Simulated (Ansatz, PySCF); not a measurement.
Breaking the Ga1–H2 bond in ClFGaH (SMILES [F][GaH][Cl]) (multiplicity 1 held, fragments rigid). Energies count from the point at 1.542 Å.
Geometry at that point (charge 0, multiplicity 1):
```xyz
4

Ga    -0.4204     0.0949    -0.3452
H     -1.6104    -0.4186    -1.1800
F     -0.0046     1.7996    -0.3318
Cl     0.8637    -1.1012     0.8746
```

R- and RO- levels are restricted; in cc, def2 and unpolarised 6-31G sets they are followed outwards from rest. Unrestricted levels (U-) break spin symmetry where that is lower. Active spaces are followed from a long bond inwards. Left out are points that failed, MP2 points that dive below the minimum, coupled-cluster points behind a jump of the amplitudes or a sharp parting from full CI or MRCI, small-basis points behind a change of solution, and semi-empirical points at long bonds. Curves can end on different states.

Correlated levels freeze the cores. Filled d and f shells under p-block atoms count as core. Rows in LANL2DZ carry no dispersion term and start afresh at each structure. LANL2DZ brings its own core potentials from Na on.

Programs: Ansatz (Gaussian basis) for Hartree–Fock, density functionals and correlated methods; PySCF for LANL2DZ rows. 

Energies in kcal/mol.

| R (Å) | R-PBE/def2-TZVPP | U-r2SCAN/def2-TZVPP | R-B3LYP/LANL2DZ | R-B3LYP/def2-TZVPP | FIC-NEVPT4(SD) on CASSCF(2,2)/def2-TZVPP | FIC-MRCISD+Q on CASSCF(2,2)/def2-TZVPP |
|---|---|---|---|---|---|---|
| 1.233 | 27.2 | 25.7 | 27.1 | 26.7 | 30.3 | … |
| 1.388 | 5.5 | 4.7 | 5.7 | 5.1 | 6.5 | 6.4 |
| 1.542 | 0.0 | 0.0 | 0.0 | 0.0 | 0.0 | 0.0 |
| 1.696 | 3.0 | 3.9 | 3.0 | 3.5 | 2.7 | 2.8 |
| 1.850 | 10.3 | 12.1 | 10.5 | 11.5 | 10.2 | 10.4 |
| 2.081 | 24.5 | 27.6 | 25.5 | 26.6 | 24.9 | 25.2 |
| 2.313 | 39.2 | 43.4 | 41.6 | 42.3 | 39.8 | 40.3 |
| 2.698 | 60.6 | 63.1 | 65.9 | 65.4 | 60.0 | 60.6 |
| 3.083 | 76.8 | 72.1 | 85.1 | 83.2 | 72.2 | … |
| 3.546 | 90.0 | 77.0 | 101.6 | 98.1 | 78.7 | 79.4 |
| 4.163 | 100.2 | 79.0 | 115.0 | 110.3 | 81.3 | … |
| 4.933 | 106.2 | 79.6 | left out | 118.0 | 81.8 | 82.5 |

Question: What belongs in the gaps?

Answer: 
- 1.233, FIC-MRCISD+Q on CASSCF(2,2)/def2-TZVPP: 30.2
- 4.163, FIC-MRCISD+Q on CASSCF(2,2)/def2-TZVPP: 82.0
- 3.083, FIC-MRCISD+Q on CASSCF(2,2)/def2-TZVPP: 72.9

Doubts at one or more of the structures used: a restricted determinant that unrestricted orbitals would lower (R-PBE/def2-TZVPP, R-B3LYP/def2-TZVPP); a spin-contaminated determinant (U-r2SCAN/def2-TZVPP).

Ansatz is a program for electronic structure.
